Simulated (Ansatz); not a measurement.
The cluster Al4O6. The state is a singlet with charge 0. Geometry r2SCAN-D4/def2-SVP; atoms count from 1.

```xyz
10

Al   -1.018   -1.352   -0.807
Al    0.012   -0.229    1.431
Al   -0.801    1.307   -0.967
Al    1.392   -0.225   -1.004
O    -0.989   -1.566    0.900
O     0.470   -1.542   -1.678
O     0.827    1.321   -1.560
O     1.588   -0.313    0.697
O    -1.081    1.270    0.804
O    -0.398    1.328    2.185
```

The structure holds one bond between oxygen atoms, so isomers without such links may lie far lower. The restricted singlet is unstable towards broken spin symmetry in Hartree–Fock (as tested in another run); at PBE0-D4/def2-TZVP this wasn't settled. Another isomer (singlet) lies 5.69 eV lower at PBE0-D4/def2-TZVP; other spin states weren't run for this one.

Estimate the Mulliken populations from the PBE0/def2-TZVP orbitals of Ansatz.


```
atom  charge (e)
 Al1        0.49
 Al2        0.65
 Al3        0.39
 Al4        0.64
  O5       -0.42
  O6       -0.42
  O7       -0.41
  O8       -0.41
  O9       -0.21
 O10       -0.29
```
Mulliken values depend strongly on the basis.

And the Mayer bond orders between heavy atoms (over 0.3)?

Al1–Al3 0.85 (2.67 Å); Al1–O5 1.19 (1.72 Å); Al1–O6 1.13 (1.74 Å); Al2–O5 1.04 (1.75 Å); Al2–O8 1.09 (1.74 Å); Al2–O9 0.45 (1.96 Å); Al2–O10 0.93 (1.78 Å); Al3–O7 1.13 (1.73 Å); Al3–O9 0.92 (1.79 Å); Al4–O6 1.09 (1.74 Å); Al4–O7 1.10 (1.74 Å); Al4–O8 1.18 (1.71 Å); O9–O10 0.73 (1.54 Å).
